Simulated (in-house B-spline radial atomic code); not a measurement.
# Ionising Pr XXIX (Pr28+) with different functionals

Computed with an all-electron radial atomic-structure program (B-spline basis): scalar-relativistic (spin-free X2C) Hamiltonian, Fermi nucleus of rms radius 4.8919 fm, spin-polarised at highest spin, spherical fractional occupations for the functionals, the average over the highest-spin determinants for Hartree-Fock. The ionisation energy is the difference of two self-consistent energies, [Ar] 3d10 4s2 4p1 → [Ar] 3d10 4s2, without Breit or QED terms; ε is the level of the shell that loses the electron (its least bound occupied spin orbital). There is no spin-orbit coupling in this Hamiltonian.

Hybrids are left out here: with spherical fractional occupations of an open shell their exact exchange keeps a self-interaction that integer-occupation calculations don't have.

```tsv
method	rung	ΔSCF (eV)	-ε(4p) (eV)
Hartree-Fock	Hartree-Fock	1008.66	1008.95
PBE	GGA	1010.64	991.70
OLYP	GGA	1010.90	992.80
SCAN	meta-GGA	1009.94	991.76
TPSS	meta-GGA	1010.13	991.57
```

Task: How do they compare with the NIST value?

Result: NIST lists 1028 eV ± 4 (tabulated theory, ground level to ground level). Errors run from -19.34 to -17.10 eV. The correlated functionals all miss on the same side by more than they spread, so the cause is common to them (spin-orbit coupling, Breit-QED terms, multiplet and fine-structure energies, or a listed next ion that isn't the cheapest removal here) and closeness doesn't rank the functionals. Hartree-Fock also lacks correlation.
